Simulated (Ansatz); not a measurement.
Compare A (`BC[SiH](O)F`) with its isomer B (`B[SiH2]C(O)F`).

Computed with Ansatz on PBE0-D4/def2-TZVP structures; ΔE is electronic, products minus reactants. CCSD(T)/CBS is the MP2 limit (def2-TZVPP, def2-QZVPP) plus CCSD(T) − MP2 in def2-TZVPP, frozen cores. DFT in def2-TZVPP. B3LYP here is the variant with VWN-RPA as its local correlation; programs differ in this. One conformer a species, not always the lowest.

Which isomer does CCSD(T)/CBS put lower? Give the gap. (An estimate is asked.)

The calculation gave: A, by 111.1 kcal/mol.

Give E(B) − E(A) in kcal/mol with CCSD(T)/def2-SVP, B3LYP-D4, HF/def2-TZVPP, PBE-D4, CCSD/def2-TZVPP, B2PLYP, r2SCAN-D4. (Best estimate.)

Ansatz gave: CCSD(T)/def2-SVP 97.8, B3LYP-D4 106.9, HF/def2-TZVPP 110.2, PBE-D4 101.7, CCSD/def2-TZVPP 109.7, B2PLYP 110.0, r2SCAN-D4 109.0. None reverses the order clearly.

Does the order hold for the free energy at 298.15 K (harmonic terms from PBE0-D4)? (An estimate is asked.)

Computed: Yes: G(B) − G(A) = +108.9 kcal/mol, for one conformer each. Modes under 60 cm⁻¹, often nearly free rotors, make the harmonic entropy too high.

Largest T1 diagnostic: 0.012.

Leaving LDA and LC-ωPBE aside and taking each functional with its dispersion term where it has one, the values, not all of them listed here, spread over 9.9 kcal/mol, from revPBE-D4 to r2SCAN0-D4. LDA lies +2.2 kcal/mol from PBE without D4. From PBE to PBE0 (25 % exact exchange), in def2-TZVPP and without D4, E(B) − E(A) moves by +3.7 kcal/mol.
